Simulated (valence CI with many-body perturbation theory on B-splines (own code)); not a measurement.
Zr II: calculated level list

Method: relativistic CI+MBPT: three valence electrons over a frozen Dirac-Fock core [Kr], radial functions for each j: 7 s, 7 p, 8 d, 6 f, 4 g, 1 h, with the one-electron correlation potential Σ1 (screened to all orders), the two-electron term Σ2, the three-electron term Σ3, Breit, model QED; selected single and double excitations, second order for the rest, scaled by the run's own slope (own B-spline code, finite nucleus).

Set against measurement, 29 paired levels are off by 246 cm⁻¹ on average, the worst by 602. These come from a selection out of the NIST Handbook of Basic Atomic Spectroscopic Data. Levels without a partner in it may be off by more, other configurations by 1,000 to 4,000 cm⁻¹.

Levels 136 to 180 of 238, with energies above the lowest level, 4d2 5s 4F_3/2. "Leading %" is the weight of the configuration and term that name the level; weights of strongly mixed levels are sums over their largest components and can fall short. Lifetimes count E1, E2, E3, M1 and M2 decay at the calculated energies, and are blank where another channel may lead or the interval is too uncertain; long ones can be off by a factor of two.

```
No.  Configuration  Term     J  E (eV)  Leading %      g  Lifetime  Second component
136         4d2 5d    2G   9/2   8.187         89  1.110   2.59 ns                  
137         4d2 5d    2D   3/2   8.201         70  0.773   2.80 ns    15 % 4d2 5d 4F
138         4d2 5d    4F   5/2   8.205         79  1.059   3.52 ns     5 % 4d 5p2 4F
139         4d2 5d    2D   5/2   8.253         78  1.205   2.74 ns     6 % 4d2 5d 4F
140         4d2 5d    4F   7/2   8.259         88  1.237   3.53 ns     5 % 4d 5p2 4F
141         4d2 5d    2H  11/2   8.287         94  1.092   2.92 ns                  
142         4d2 5d    4F   9/2   8.316         89  1.328   3.51 ns     5 % 4d 5p2 4F
143         5s2 5p   2P°   1/2   8.356         62  0.666   1.30 ns   16 % 4d2 5p 2P°
144         4d2 6s    4P   1/2   8.408         88  2.626   3.23 ns     5 % 4d2 5d 4P
145         4d2 6p   4G°   5/2   8.420         86  0.599   26.2 ns    7 % 4d2 6p 2F°
146         4d2 6s    4P   3/2   8.438         84  1.708   3.25 ns     5 % 4d2 5d 4P
147         4d2 6p   4F°   3/2   8.466         92  0.415   21.9 ns                  
148         4d2 5d    2S   1/2   8.470         77  1.926   2.46 ns   8 % 4d 5s 5d 2S
149         4d2 6p   4G°   7/2   8.482         92  0.986   26.4 ns                  
150         4d2 6s    4P   5/2   8.497         86  1.590   3.25 ns     7 % 4d2 5d 4P
151         4d2 6p   4F°   5/2   8.499         76  0.996   20.2 ns   16 % 4d2 6p 2F°
152         5s2 5p   2P°   3/2   8.512         63  1.333   1.32 ns   16 % 4d2 5p 2P°
153         4d2 6s    2P   1/2   8.514         77  0.775   3.26 ns     9 % 4d2 5d 2P
154         4d2 5d    2P   3/2   8.526         44  1.345   3.25 ns    26 % 4d2 6s 2P
155         4d2 6p   4D°   1/2   8.551         95  0.005   16.3 ns                  
156         4d2 6p   4G°   9/2   8.555         93  1.173   26.5 ns                  
157         4d2 6p   4F°   7/2   8.556         76  1.208   20.1 ns   12 % 4d2 6p 2F°
158         4d2 6p   4D°   3/2   8.556         72  1.107   14.4 ns   19 % 4d2 6p 2D°
159         4d2 6p   2F°   5/2   8.567         51  0.964   17.1 ns   18 % 4d2 6p 4F°
160         4d2 5d    2F   5/2   8.595         74  0.861   3.27 ns     9 % 4d 5p2 2F
161         4d2 6s    2P   3/2   8.620         56  1.329   3.48 ns    31 % 4d2 5d 2P
162         4d2 6p   4D°   5/2   8.625         72  1.264   16.4 ns   16 % 4d2 6p 2F°
163         4d2 5d    2F   7/2   8.638         73  1.148   3.13 ns     7 % 4d 5p2 2F
164         4d2 6p   4F°   9/2   8.641         88  1.317   22.6 ns    5 % 4d2 6p 2G°
165         4d2 6p   2G°   7/2   8.641         68  0.978   13.8 ns   14 % 4d2 6p 4F°
166         4d2 6p   4G°  11/2   8.642         96  1.273   27.4 ns                  
167         4d2 5d    2P   1/2   8.647         66  0.676   3.45 ns    11 % 4d 5p2 2P
168         4d2 6p   2D°   3/2   8.669         68  0.885   11.9 ns   22 % 4d2 6p 4D°
169         4d2 5d    2G   7/2   8.670         64  0.895   2.63 ns    16 % 4d2 6s 2G
170         4d2 5d    2G   9/2   8.670         60  1.114   2.67 ns    20 % 4d2 6s 2G
171         4d2 6p   2F°   7/2   8.672         38  1.201   17.0 ns   34 % 4d2 6p 4D°
172         4d2 6p   4D°   7/2   8.718         58  1.312   16.8 ns   32 % 4d2 6p 2F°
173         4d2 6s    2G   7/2   8.744         73  0.891   3.15 ns    14 % 4d2 5d 2G
174         4d2 6s    2G   9/2   8.754         70  1.114   3.15 ns    17 % 4d2 5d 2G
175         4d2 6p   2G°   9/2   8.757         88  1.126   13.1 ns    6 % 4d2 6p 4F°
176         4d2 6p   2D°   5/2   8.779         78  1.207   11.6 ns   10 % 4d2 6p 4D°
177         4d2 5d    2D   3/2   8.783         74  0.816   3.22 ns   8 % 4d 5s 5d 2D
178         4d2 5d    2D   5/2   8.837         70  1.216   3.40 ns   8 % 4d 5s 5d 2D
179         4d2 5d    4F   3/2   8.919         52  0.688   2.43 ns    27 % 4d2 5d 4D
180         4d2 5d    4D   1/2   8.931         76  0.028   2.85 ns    11 % 4d 5p2 4D
```

Names give the largest LS component (configuration and term), which can be under half, so a name can repeat, a term be missing and a line seem to break the LS rules; names also repeat where a configuration has a term twice.

Where two levels of one J and parity lie close, their mixing, g and order are uncertain.
